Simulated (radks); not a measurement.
Task: Radial electron density D(r) = 4 pi r^2 rho(r) of an atom or ion with 5 electrons. Calculated with a radial shooting solver on a logarithmic mesh with Libxc functionals: non-relativistic Kohn-Sham, LB94 model potential, spin-polarised, spherical densities, point nucleus.

r (bohr)  D(r) (e/bohr)  spin D(r)
0.002797          1.402   0.000428
0.003079          1.671   0.000519
0.003389          1.989   0.000632
0.003731          2.362   0.000771
0.004107          2.800   0.000944
0.004521          3.313    0.00116
0.004976          3.909    0.00143
0.005477          4.600    0.00178
0.006029          5.398    0.00222
0.006637          6.314    0.00279
0.007306          7.359    0.00354
0.008106          8.648    0.00462
0.008923          9.992    0.00595
0.009822          11.49    0.00773
0.01081           13.14     0.0101
0.0119            14.95     0.0134
0.0131            16.89     0.0178
0.01442           18.95     0.0237
0.01587           21.10     0.0319
0.01747           23.29     0.0430
0.01923           25.46     0.0581
0.02117           27.55     0.0786
0.0233            29.47      0.106
0.02565           31.14      0.143
0.02824           32.44      0.193
0.03108           33.29      0.259
0.03421           33.59      0.345
0.03766           33.28      0.456
0.04146           32.33      0.599
0.04563           30.75      0.780
0.05023           28.60       1.00
0.05529           25.99       1.28
0.06086           23.11       1.61
0.067             20.17       1.99
0.07375           17.41       2.42
0.08118           15.06       2.89
0.08936           13.32       3.39
0.09836           12.30       3.88
0.1083            12.01       4.35
0.1192            12.36       4.74
0.1312            13.14       5.03
0.1444            14.07       5.17
0.159             14.83       5.13
0.1764            15.16       4.87
0.1942            14.79       4.44
0.2137            13.70       3.87
0.2352            11.99       3.20
0.259             9.862       2.50
0.285             7.575       1.84
0.3138            5.404       1.26
0.3454            3.558      0.800
0.3802            2.146      0.468
0.4185            1.177      0.250
0.4606           0.5816      0.120
0.5071           0.2565     0.0520
0.5582          0.09981     0.0199
0.6144          0.03388    0.00664
0.6763         0.009901    0.00192
0.7444         0.002454   0.000470

What is the nuclear charge?

Result: Z = 29. The innermost maximum, from 1s, lies near 1/Z = 0.0345 bohr (found: 0.0342), and its height grows with Z. The density is that of the copper ion Cu24+ in [He] 2s2 2p1; the configuration itself is not fixed sharply by these data, and Z only to about a unit. D(r) has 2 maxima, at r = 0.0342, 0.176 bohr, and minima at 0.107 bohr, inside which lie 2.19 electrons.
